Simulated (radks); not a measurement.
Results of a calculation; reference values are marked as such.
Question: Radial electron density D(r) = 4 pi r^2 rho(r) of an atom or ion with 62 electrons. Code: a radial shooting solver on a logarithmic mesh with Libxc functionals. Model: scalar-relativistic Kohn-Sham, XLYP, spin-unpolarised, spherical densities, finite nucleus; Fermi nuclear charge, rms radius of each element as measured or else 0.836 A^(1/3) + 0.57 fm.

r (bohr)  D(r) (e/bohr)
0.003468          24.47
0.004776          36.79
0.00663           52.47
0.00913           68.25
0.01267           79.91
0.01745           81.88
0.02404           75.67
0.03337           73.38
0.04595           87.97
0.06379           107.6
0.08784           101.1
0.121             81.87
0.1679            90.80
0.2313            88.14
0.321             47.59
0.4421            40.48
0.6088            42.99
0.8452            22.74
1.164             11.97
1.616             7.432
2.225             2.919
3.089             1.017
4.254            0.5808
5.858            0.2369
8.132           0.04210
11.2           0.002781

What is the nuclear charge?

Answer: Z = 62. The innermost maximum, from 1s, lies near gamma/Z bohr with gamma = sqrt(1 - (Z/c)^2) = 0.892, here 0.0144 bohr (found: 0.0157), and its height grows with Z. The density is that of neutral samarium in [Xe] 4f6 6s2; the configuration itself is not fixed sharply by these data, and Z only to a few units. D(r) has 4 maxima, at r = 0.0157, 0.0702, 0.195, 0.540 bohr, and minima at 0.0303, 0.129, 0.389 bohr, inside which lie 1.95, 11.14, 29.17 electrons.
